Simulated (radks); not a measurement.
Spherical quantum dot in the effective-mass picture: electrons in a parabolic well V = omega^2 r^2 / 2 with omega = 0.391, all in effective atomic units (hartree* = m*/eps^2 hartree, bohr* = eps/m* bohr), one dielectric constant everywhere. Method: non-relativistic Kohn-Sham, PBEsol, spin-polarised, spherical densities; computed with a radial shooting solver with Libxc functionals. Levels are named by radial order and angular momentum (1s, 1p, 1d, 2s, ...), and open shells are averaged over m. Results are scaled to m* = 0.092 and eps = 16, for which hartree* = 9.779 meV and bohr* = 9.203 nm.

N = 17, configuration 1s2 1p6 1d(up 5, down 4). This is the lowest configuration that the search found. Occupied levels:

level,occupation,eigenvalue (meV),<r> (nm)
1s up,1,48.379,27.04
1s down,1,48.430,26.82
1p up,3,49.841,33.31
1p down,3,49.915,33.22
1d up,5,51.548,37.43
1d down,4,51.631,37.41

Energy (meV): total 536.448, kinetic 47.205, external 195.77, Hartree 337.02, exchange-correlation -43.547.

Electron density:

r (nm),n(r) (e/nm^3)
1.44,0.00002370
6.89,0.00002656
12.3,0.00003316
17.8,0.00004225
23.2,0.00005033
28.7,0.00005250
34.1,0.00004566
39.6,0.00003156
45.0,0.00001646
50.5,6.189e-06
55.9,1.668e-06
61.3,3.276e-07
66.8,4.613e-08
72.2,4.667e-09
